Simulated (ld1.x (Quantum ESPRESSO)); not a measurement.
# P (Z = 15): one change to a TM potential, before and after

```
Element                 : P
Generator               : ld1.x (Quantum ESPRESSO) 7.5
Type                    : norm-conserving Troullier–Martins (Kleinman–Bylander form)
Functional              : PBEsol
Relativity              : fully relativistic
Frozen core             : [Ne]
Valence charge          : 5
Reference configuration : 3s2 3p3
Partial waves           : 3s (bound): rc 1.60 bohr; 3p (bound): rc 1.75 bohr
Local potential         : all-electron potential smoothed inside 1.50 bohr (lloc = -1)
Core correction         : Bessel-smoothed model core inside 1.30 bohr
```

Open shells are filled in proportion to 2j + 1 (rel_dist='average').

All-electron outer shells of the reference configuration (PBEsol, scalar-relativistic, ld1.x):

```
shell  level (eV)  outermost node (bohr)  outermost maximum (bohr)
   2s     -173.57                   0.14                      0.42
   2p     -124.33                      –                      0.36
   3s      -13.92                   0.66                      1.58
   3p       -5.48                   0.64                      1.83
```

Change: wave 3s (bound): rc 1.60 bohr becomes 3s (bound): rc 1.36 bohr.

Cutoffs: the cutoffs (Ry, on a coarse ladder) from which the occupation-weighted sum of valence levels, in a spherical-Bessel basis at the reference potential, stays within 10 and 1 mRy of its value at 400 Ry; they do not see the model core or the augmentation charge, which bear on the density cutoff. Errors are all-electron minus pseudo energies relative to the spin-unpolarised reference configuration.

Q: How do hardness, ghosts and transferability respond?

A: The potential gets harder (21 Ry and 50 Ry → 25 Ry and 50 Ry); the errors of the 7 common tests hardly move; neither file shows a bound ghost. A smaller radius makes the pseudo-wave follow the all-electron one further in, where it bends more sharply, so more plane waves are needed.

```csv
quantity,base,changed
"cutoff, loose",21 Ry,25 Ry
"cutoff, tight",50 Ry,50 Ry
bound ghosts,none,none
"error for 3s2 3p2, meV [ΔE 9.70 eV]",+4.4,+4.5
"error for 3s2 3p1, meV [ΔE 28.81 eV]",+29,+30
"error for 3s2 3p0, meV [ΔE 58.52 eV]",+99,+100
"error for 3s2 3p2.5, meV [ΔE 3.76 eV]",+0.8,+0.8
"error for 3s1 3p0, meV [ΔE 110.43 eV]",+221,+223
"error for 3s1 3p3, meV [ΔE 18.79 eV]",+6.3,+6.2
"error for 3s1 3p4, meV [ΔE 8.51 eV]",-1.0,-1.2
s: phases at 1.89 bohr within 0.05 rad from the reference energy up to (Ry; the scan ends near 5),2.4,2.4
p1/2: phases at 1.89 bohr within 0.05 rad from the reference energy up to (Ry; the scan ends near 5),4.4,4.4
p3/2: phases at 1.89 bohr within 0.05 rad from the reference energy up to (Ry; the scan ends near 5),4.3,4.3
```
